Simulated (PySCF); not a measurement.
## Polarisability and C₆ of Nb²⁺ (niobium, charge +2)

[Kr] 4d3, high-spin 4F determinant. All numbers are calculated (PySCF 2.14, the spin-free X2C one-electron Hamiltonian (Gaussian nucleus), in ANO-RCC-VTZP). Coupled (time-dependent) response in atomic units; α is the mean over directions. The basis has no added diffuse functions, which lowers α and C₆.

```
method  mean α (bohr³)  C₆ (like pair)  S(−4)
 B3LYP           10.99           57.99  61.49
M06-2X           10.91           57.14  58.88
```

S(−4) is the Cauchy moment in α(ω) = α(0) + S(−4) ω² + …

Spin-orbit coupling is absent.

α(iu) at B3LYP:

```tsv
u (hartree)	α(iu) (bohr³)
0	10.99
0.0500	10.84
0.100	10.43
0.200	9.256
0.300	8.084
0.500	6.308
0.750	4.813
1.00	3.767
1.50	2.437
2.00	1.675
3.00	0.9124
5.00	0.3874
```

A single London oscillator, α(iu) = α/(1 + u²/ω²), gives C₆ = (3/4) ω α². Matching the computed C₆ needs ω = 4 × 57.99 / (3 × 10.99²) = 0.640 hartree.

For an ion, C₆ is the dispersion term alone; charge-induced terms of lower order in 1/R come first.
